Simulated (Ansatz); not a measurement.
Species: CH3Cl2Ga, net charge 0, singlet state. SMILES: [CH3][Ga]([Cl])[Cl]
Geometry: optimised at B3LYP-D3(BJ)/def2-TZVP (Ansatz, a first-principles code).

Quantity: atomisation energy (electronic, to ground-state atoms), in kJ/mol. Cores are frozen in the correlated levels unless marked. Open shells are spin-unrestricted. No spin-orbit coupling. The frozen core is the preceding noble-gas configuration, with the filled d and f shells of earlier blocks. No relativistic terms. The coupled-cluster limit lacks core correlation, which all-electron functionals hold. Basis-set limits of correlation are two-point, X^-3; Hartree-Fock from the larger set.

| level | program | atomisation energy (kJ/mol) |
|---|---|---|
| BLYP/def2-TZVPD | Ansatz | 2211.6 |
| revPBE/def2-TZVPD | Ansatz | 2225.4 |
| B97M-V/def2-TZVPD | Ansatz | 2318.9 |
| PBE0/def2-QZVPP | Ansatz | 2292.5 |
| B2GP-PLYP-D3(BJ)/def2-TZVPD | Ansatz + dftd3 | 2279.2 |
| B2GP-PLYP/def2-TZVPD | Ansatz | 2262.1 |
| SCS-MP2/6-31G* | Ansatz | 2093.4 |
| CCSD/STO-3G | Ansatz | 2059.0 |
| CCSD/def2-TZVPP | Ansatz | 2217.9 |
| CCSD/def2-TZVPPD | Ansatz | ? |
| CCSD(T)/CBS(def2-TZVPPD,def2-QZVPPD) | Ansatz | ? |

### Question
Complete the blanks.

### Answer

- CCSD/def2-TZVPPD, atomisation energy (kJ/mol): 2221.5
- CCSD(T)/CBS(def2-TZVPPD,def2-QZVPPD), atomisation energy (kJ/mol): 2310.8
